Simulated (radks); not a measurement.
Values are calculated unless marked as measured or tabulated.
Species: the arsenic ion As4+. Configuration: [Ne] 3s2 3p5 3d10 4s2 (not the ground configuration).

Level of theory: Dirac Kohn-Sham, PBEsol, spin-unpolarised, spherical densities, finite nucleus; open shells fill j = l - 1/2 first; Fermi nuclear charge, rms radius 4.0968 fm (a radial shooting solver on a logarithmic mesh with Libxc functionals).

Energy parts (hartree):
part                       energy
total                 -2250.68479
kinetic                2301.52853
electron-nucleus      -5369.89534
Hartree                 897.63733
exchange-correlation    -79.95530

Orbitals (lengths in bohr, moments of r in powers of bohr; r(90%) holds 90 % of the orbital's charge):
| orbital | occ. | eigenvalue (hartree) | <1/r> | <r> | <r^4> | r(90%) | small-component weight |
|---|---|---|---|---|---|---|---|
| 1s1/2 | 2 | -432.7838 | 33.45 | 0.04552 | 0.00002002 | 0.0814 | 1.43e-02 |
| 2s1/2 | 2 | -56.99771 | 7.415 | 0.2025 | 0.004070 | 0.314 | 2.78e-03 |
| 2p1/2 | 2 | -51.21663 | 7.382 | 0.1746 | 0.002832 | 0.286 | 2.78e-03 |
| 2p3/2 | 4 | -49.87193 | 7.167 | 0.1783 | 0.003036 | 0.291 | 2.72e-03 |
| 3s1/2 | 2 | -9.27254 | 2.415 | 0.5932 | 0.2610 | 0.884 | 6.60e-04 |
| 3p1/2 | 2 | -7.31814 | 2.298 | 0.6020 | 0.3061 | 0.920 | 6.12e-04 |
| 3p3/2 | 3 | -7.12851 | 2.247 | 0.6120 | 0.3265 | 0.935 | 5.97e-04 |
| 3d3/2 | 4 | -3.76463 | 1.982 | 0.6419 | 0.5588 | 1.06 | 4.83e-04 |
| 3d5/2 | 6 | -3.73586 | 1.969 | 0.6457 | 0.5716 | 1.07 | 4.78e-04 |
| 4s1/2 | 2 | -2.22163 | 0.8232 | 1.621 | 13.02 | 2.35 | 1.25e-04 |
| 4p1/2 | 0 | -1.75604 | 0.7307 | 1.806 | 20.64 | 2.64 | 1.03e-04 |
| 4p3/2 | 0 | -1.73304 | 0.7206 | 1.828 | 21.60 | 2.67 | 1.01e-04 |
| 5s1/2 | 0 | -0.93588 | 0.3958 | 3.394 | 230.0 | 4.78 | 4.48e-05 |

The highest occupied level is 4s1/2 at -60.454 eV. Summed over all electrons, <r^2> = 14.37 bohr^2, which gives a Langevin (diamagnetic) susceptibility term of -11.4 x 10^-6 cm^3/mol. The electron density at the nucleus is 3.554e+04 e/bohr^3. The density falls to 0.001 e/bohr^3 at r = 2.97 bohr.
